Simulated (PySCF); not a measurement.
A GIAO shielding run with PySCF (density fitting, non-relativistic, gas phase) on `CC[Si@@H](F)N(C)CC1CC1`, C₇H₁₆FNSi:

```
$ OMP_NUM_THREADS=1 python probes_run.py task.json out

{"job": {"kind": "nmr", "xc": "PBE0", "basis": "pcSseg-1"}, "charge": 0, "multiplicity": 1}
C      3.933212     0.827554    -0.411348
C      2.435009     0.761566    -0.119316
Si     1.829868    -0.976086     0.204432
F      2.706197    -1.513535     1.483224
N      0.137621    -1.047007     0.495012
C     -0.642863    -2.219508     0.173515
C     -0.549063    -0.039883     1.276286
C     -1.660592     0.667769     0.537990
C     -3.071618     0.157250     0.597732
C     -2.699561     1.418790     1.315963
H      4.264197     1.856748    -0.619361
H      4.202893     0.213841    -1.285848
H      4.519770     0.453106     0.441730
H      2.192600     1.388505     0.756485
H      1.848827     1.174678    -0.958552
H      2.130843    -1.920397    -0.906809
H     -1.509178    -1.975486    -0.464848
H     -1.029552    -2.718222     1.083621
H     -0.026942    -2.951368    -0.369345
H     -0.967820    -0.489425     2.201025
H      0.184852     0.709839     1.615068
H     -1.342232     1.112345    -0.411681
H     -3.691790     0.227902    -0.299632
H     -3.261293    -0.733952     1.203918
H     -3.056645     2.372093     0.918705
H     -2.637557     1.385776     2.408186
```

Hardware: 1 thread of an Arm Neoverse V2, shared host. The job also computes population analyses, field gradients, ring-centre shieldings.

Problem. How large is the calculation?

Solution. 88 electrons, 257 basis functions and 1347 auxiliary functions.

Problem. How long does it take, and how much memory does it need?

Solution. 76 s of wall time, with 14 SCF cycles and 4 response iterations; peak memory 1.2 GiB. Times on a shared host scatter by some tens of per cent.
